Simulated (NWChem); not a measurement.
System: HgBr, doublet; SMILES [Br][Hg]

Excerpt of the output:

```
             Northwest Computational Chemistry Package (NWChem) 7.3.0
             --------------------------------------------------------

                             Geometry "geometry" -> ""
                             -------------------------

 Output coordinates in angstroms (scale by  1.889725989 to convert to a.u.)

  No.       Tag          Charge          X              Y              Z
 ---- ---------------- ---------- -------------- -------------- --------------
    1 Hg                  80.0000     0.00000000     0.00000000    -0.70583500
    2 Br                  35.0000     0.00000000     0.00000000     1.89359000

 Effective nuclear repulsion energy (a.u.)     570.0092509686

                                 NWChem DFT Module
                                 -----------------

 Summary of "ao basis" -> "ao basis" (spherical)
 ------------------------------------------------------------------------------
       Tag                 Description            Shells   Functions and Types
 ---------------- ------------------------------  ------  ---------------------
 Hg                         def2-svp                12       32   6s3p2d1f
 Br                         def2-svp                12       32   5s4p3d

            General Information
            -------------------
          SCF calculation type: DFT
          Wavefunction type:  spin polarized.
          No. of atoms     :     2
          No. of electrons :    55
           Alpha electrons :    28
            Beta electrons :    27
          Charge           :     0
          Spin multiplicity:     2
          Use of symmetry is: off; symmetry adaption is: off
          Maximum number of iterations: 150
          AO basis - number of functions:    64
                     number of shells:    24
          Convergence on energy requested:  1.00D-06
          Convergence on density requested:  1.00D-05
          Convergence on gradient requested:  5.00D-04

              XC Information
              --------------
                         B3LYP Method XC Potential
                     Hartree-Fock (Exact) Exchange  0.200
                        Slater Exchange Functional  0.800 local
                    Becke 1988 Exchange Functional  0.720 non-local
              Lee-Yang-Parr Correlation Functional  0.810
                  VWN I RPA Correlation Functional  0.190 local

             Grid Information
             ----------------
          Grid used for XC integration:  medium
          Radial quadrature: Mura-Knowles
          Angular quadrature: Lebedev.
          Tag              B.-S. Rad. Rad. Pts. Rad. Cut. Ang. Pts.
          ---              ---------- --------- --------- ---------
          Hg                  1.50      123           8.0       590
          Br                  1.15      112          10.0       590
          Grid pruning is: on
          Number of quadrature shells:   235
          Spatial weights used:  Erf1

      Superposition of Atomic Density Guess
      -------------------------------------

 Sum of atomic energies:       -2746.23069949

      Non-variational initial energy
      ------------------------------

 Total energy =   -2724.680066
 1-e energy   =   -4136.660113
 2-e energy   =    1269.477734
 HOMO         =      -0.218262
 LUMO         =       0.087684

   convergence    iter        energy       DeltaE   RMS-Dens  Diis-err
 ---------------- ----- ----------------- --------- --------- ---------
 d= 0,ls=0.0,diis     1  -2727.3819817429 -2.87D+03  1.20D-02  8.66D-02
                                                     1.51D-02  8.68D-02
 d= 0,ls=0.0,diis     2  -2727.3589909733  2.30D-02  5.70D-03  1.14D-01
                                                     9.16D-03  1.13D-01
 d= 0,ls=0.0,diis     3  -2727.4204393823 -6.14D-02  1.40D-03  7.36D-03
                                                     2.27D-03  7.66D-03
 d= 0,ls=0.0,diis     4  -2727.4247566250 -4.32D-03  1.84D-04  2.79D-04
                                                     2.49D-04  3.15D-04
 d= 0,ls=0.0,diis     5  -2727.4248779294 -1.21D-04  9.30D-05  3.08D-05
                                                     6.51D-05  2.01D-05
  Resetting Diis
 d= 0,ls=0.0,diis     6  -2727.4248930224 -1.51D-05  2.73D-05  1.87D-06
                                                     3.89D-05  2.37D-06
 d= 0,ls=0.0,diis     7  -2727.4248941899 -1.17D-06  1.96D-05  2.09D-07
                                                     1.28D-05  2.43D-07
 d= 0,ls=0.0,diis     8  -2727.4248942645 -7.46D-08  7.55D-06  2.22D-07
                                                     1.11D-05  2.13D-07
 d= 0,ls=0.0,diis     9  -2727.4248943636 -9.91D-08  3.22D-06  1.21D-08
                                                     1.71D-06  9.22D-09

         Total DFT energy =    -2727.424894363600
      One electron energy =    -4136.613546384822
           Coulomb energy =     1372.030487132578
    Exchange-Corr. energy =     -105.344147853516
 Nuclear repulsion energy =      142.502312742160

 Numeric. integr. density =       55.000000266077

                    DFT Final Alpha Molecular Orbital Analysis
                    ------------------------------------------

 Vector   26  Occ=1.000000D+00  E=-2.833488D-01
              MO Center=  4.7D-09,  4.7D-11,  1.8D+00, r^2= 1.7D+00
   Bfn.  Coefficient  Atom+Function         Bfn.  Coefficient  Atom+Function
  ----- ------------  ---------------      ----- ------------  ---------------
    47      0.421341  2 Br px                48     -0.421104  2 Br py
    44      0.375766  2 Br px                45     -0.375554  2 Br py
    41     -0.249362  2 Br px                42      0.249222  2 Br py
    17      0.092707  1 Hg d -1              19      0.092759  1 Hg d  1
    38      0.081022  2 Br px                39     -0.080977  2 Br py

 Vector   27  Occ=1.000000D+00  E=-2.833488D-01
              MO Center= -9.3D-09, -9.1D-09,  1.8D+00, r^2= 1.7D+00
   Bfn.  Coefficient  Atom+Function         Bfn.  Coefficient  Atom+Function
  ----- ------------  ---------------      ----- ------------  ---------------
    47      0.421104  2 Br px                48      0.421342  2 Br py
    44      0.375554  2 Br px                45      0.375766  2 Br py
    41     -0.249222  2 Br px                42     -0.249362  2 Br py
    17     -0.092759  1 Hg d -1              19      0.092707  1 Hg d  1
    38      0.080977  2 Br px                39      0.081022  2 Br py

[...]

                                NWChem TDDFT Module
                                -------------------

            General Information
            -------------------
           No. of orbitals :     128
            Alpha orbitals :      64
             Beta orbitals :      64
        Alpha frozen cores :       0
         Beta frozen cores :       0
     Alpha frozen virtuals :       0
      Beta frozen virtuals :       0
         Spin multiplicity :       2
    Number of AO functions :      64
        Use of symmetry is : off
      Symmetry adaption is : off
         Schwarz screening :  0.10D-07

              XC Information
              --------------
                  B3LYP Method XC Potential
              Hartree-Fock (Exact) Exchange   0.20
                 Slater Exchange Functional   0.80 local
             Becke 1988 Exchange Functional   0.72 non-local
       Lee-Yang-Parr Correlation Functional   0.81
           VWN I RPA Correlation Functional   0.19 local

             TDDFT Information
             -----------------
          Calculation type : Tamm-Dancoff TDDFT
         Wavefunction type : Unrestricted
          No. of electrons :      55
           Alpha electrons :      28
            Beta electrons :      27
              No. of roots :       8
          Max subspacesize :    5600
            Max iterations :     100
               Target root :       1
           Target symmetry : none
      Symmetry restriction : off
                 Algorithm : Optimal
        Davidson threshold :  0.10D-03

    8 smallest eigenvalue differences (eV)
--------------------------------------------------------
  No. Spin  Occ  Vir  Irrep   E(Occ)    E(Vir)   E(Diff)
--------------------------------------------------------
    1    2   27   28 a        -0.276    -0.176     2.717
    2    2   26   28 a        -0.276    -0.176     2.717
    3    2   25   28 a        -0.339    -0.176     4.428
    4    1   28   29 a        -0.252    -0.030     6.046
    5    1   28   30 a        -0.252    -0.030     6.046
    6    1   27   29 a        -0.283    -0.030     6.906
    7    1   27   30 a        -0.283    -0.030     6.906
    8    1   26   29 a        -0.283    -0.030     6.906
--------------------------------------------------------

  Entering Davidson iterations
  Unrestricted

  Iter   NTrls   NConv    DeltaV     DeltaE      Time
  ----  ------  ------  ---------  ---------  ---------
    1      8       0     0.11E+00   0.10+100        4.5
    2     16       0     0.27E-01   0.28E-01        4.8
    3     24       0     0.13E-01   0.18E-02        4.8
    4     32       2     0.46E-02   0.32E-03        4.8
    5     38       2     0.61E-02   0.18E-03        4.2
    6     44       5     0.13E-02   0.47E-04        4.2
    7     47       6     0.20E-02   0.99E-05        3.5
    8     49       7     0.64E-03   0.82E-05        3.2
    9     50       8     0.96E-04   0.41E-06        2.9
  ----  ------  ------  ---------  ---------  ---------
  Convergence criterion met

  Ground state a       -2727.424894363600 a.u.
  <S2> =   0.7534

  ----------------------------------------------------------------------------
  Root   1         a              0.048722003 a.u.                1.3258 eV
  <S2> =   0.7583
  ----------------------------------------------------------------------------
     Transition Moments    X  0.09575   Y  0.09580   Z  0.00000
     Dipole Oscillator Strength                    0.0005959042
     Electric Quadrupole                           0.0000000001
     Magnetic Dipole                               0.0000000711
     Total Oscillator Strength                     0.0005959754

     Occ.   27 beta  a   ---  Virt.   28 beta  a       -0.99766
     Occ.   27 beta  a   ---  Virt.   31 beta  a       -0.05688
  ----------------------------------------------------------------------------
  Root   2         a              0.048722031 a.u.                1.3258 eV
  <S2> =   0.7583
  ----------------------------------------------------------------------------
     Transition Moments    X -0.09580   Y  0.09575   Z -0.00000
     Dipole Oscillator Strength                    0.0005959044
     Electric Quadrupole                           0.0000000001
     Magnetic Dipole                               0.0000000711
     Total Oscillator Strength                     0.0005959755

     Occ.   26 beta  a   ---  Virt.   28 beta  a        0.99766
     Occ.   26 beta  a   ---  Virt.   31 beta  a        0.05688
  ----------------------------------------------------------------------------
  Root   3         a              0.138379096 a.u.                3.7655 eV
  <S2> =   0.7552
  ----------------------------------------------------------------------------
     Transition Moments    X  0.00000   Y  0.00000   Z -1.16747
     Dipole Oscillator Strength                    0.1257386408
     Electric Quadrupole                           0.0000000540
     Magnetic Dipole                               0.0000000000
     Total Oscillator Strength                     0.1257386948

     Occ.   26 alpha a   ---  Virt.   29 alpha a        0.13524
     Occ.   27 alpha a   ---  Virt.   30 alpha a        0.13524
     Occ.   28 alpha a   ---  Virt.   31 alpha a       -0.20628
     Occ.   20 beta  a   ---  Virt.   28 beta  a        0.11642
     Occ.   25 beta  a   ---  Virt.   28 beta  a       -0.93601
     Occ.   26 beta  a   ---  Virt.   29 beta  a        0.10697
     Occ.   27 beta  a   ---  Virt.   30 beta  a        0.10697
  ----------------------------------------------------------------------------
  Root   4         a              0.184048680 a.u.                5.0082 eV
  <S2> =   0.8014
  ----------------------------------------------------------------------------
     Transition Moments    X  0.51620   Y -0.49416   Z -0.00000
     Dipole Oscillator Strength                    0.0626569360
     Electric Quadrupole                           0.0000002000
     Magnetic Dipole                               0.0000009869
     Total Oscillator Strength                     0.0626581229

     Occ.   28 alpha a   ---  Virt.   29 alpha a       -0.98237
     Occ.   21 beta  a   ---  Virt.   28 beta  a        0.09909
     Occ.   25 beta  a   ---  Virt.   29 beta  a        0.14253
  ----------------------------------------------------------------------------
  Root   5         a              0.184048683 a.u.                5.0082 eV
  <S2> =   0.8014
  ----------------------------------------------------------------------------
     Transition Moments    X  0.49416   Y  0.51620   Z -0.00000
     Dipole Oscillator Strength                    0.0626569335
     Electric Quadrupole                           0.0000002000
     Magnetic Dipole                               0.0000009869
     Total Oscillator Strength                     0.0626581204

     Occ.   28 alpha a   ---  Virt.   30 alpha a       -0.98237
     Occ.   22 beta  a   ---  Virt.   28 beta  a       -0.09909
     Occ.   25 beta  a   ---  Virt.   30 beta  a        0.14253
  ----------------------------------------------------------------------------
  Root   6         a              0.213763629 a.u.                5.8168 eV
  <S2> =   2.7471
  ----------------------------------------------------------------------------
     Transition Moments    X -0.00000   Y -0.00000   Z  0.04223
     Dipole Oscillator Strength                    0.0002541767
     Electric Quadrupole                           0.0000000002
     Magnetic Dipole                               0.0000000000
     Total Oscillator Strength                     0.0002541769

     Occ.   26 alpha a   ---  Virt.   29 alpha a        0.48532
     Occ.   27 alpha a   ---  Virt.   30 alpha a        0.48533
     Occ.   26 beta  a   ---  Virt.   29 beta  a       -0.51194
     Occ.   27 beta  a   ---  Virt.   30 beta  a       -0.51195
  ----------------------------------------------------------------------------
  Root   7         a              0.215967472 a.u.                5.8768 eV
  <S2> =   2.7485
  ----------------------------------------------------------------------------
     Transition Moments    X  0.00000   Y  0.00000   Z  0.00000
     Dipole Oscillator Strength                    0.0000000000
     Electric Quadrupole                           0.0000000000
     Magnetic Dipole                               0.0000000000
     Total Oscillator Strength                     0.0000000000

     Occ.   26 alpha a   ---  Virt.   29 alpha a        0.50384
     Occ.   27 alpha a   ---  Virt.   30 alpha a       -0.50384
     Occ.   26 beta  a   ---  Virt.   29 beta  a       -0.49438
     Occ.   27 beta  a   ---  Virt.   30 beta  a        0.49437
  ----------------------------------------------------------------------------
  Root   8         a              0.215967478 a.u.                5.8768 eV
  <S2> =   2.7486
  ----------------------------------------------------------------------------
     Transition Moments    X -0.00000   Y  0.00000   Z  0.00002
     Dipole Oscillator Strength                    0.0000000001
     Electric Quadrupole                           0.0000000000
     Magnetic Dipole                               0.0000000000
     Total Oscillator Strength                     0.0000000001

     Occ.   26 alpha a   ---  Virt.   30 alpha a        0.50382
     Occ.   27 alpha a   ---  Virt.   29 alpha a        0.50384
     Occ.   26 beta  a   ---  Virt.   30 beta  a       -0.49438
     Occ.   27 beta  a   ---  Virt.   29 beta  a       -0.49439

[...]
```

Level: B3LYP/def2-SVP with def2 effective core potentials on Hg, spin-unrestricted, TDA. Structure relaxed at the PBE0/def2-SVP, spin-unrestricted level. The spin multiplicity was typed, not searched, and may not be the lowest. No stability test was run on the SCF state. def2 effective core potentials on Hg; no spin-orbit coupling.

### Question
Which NWChem input produces such a log?

### Answer
This is not unique; one that fits is the input that was run:
```
start job
memory heap 200 mb stack 900 mb global 1100 mb
geometry units angstroms noautosym nocenter noautoz
  Hg     0.000000     0.000000    -0.705835
  Br     0.000000     0.000000     1.893590
end
basis spherical
  * library def2-svp
end
ecp
  Hg library def2-ecp
end
dft
  odft
  mult 2
  xc b3lyp
  iterations 150
end
tddft
  cis
  nroots 8
end
task tddft energy
```
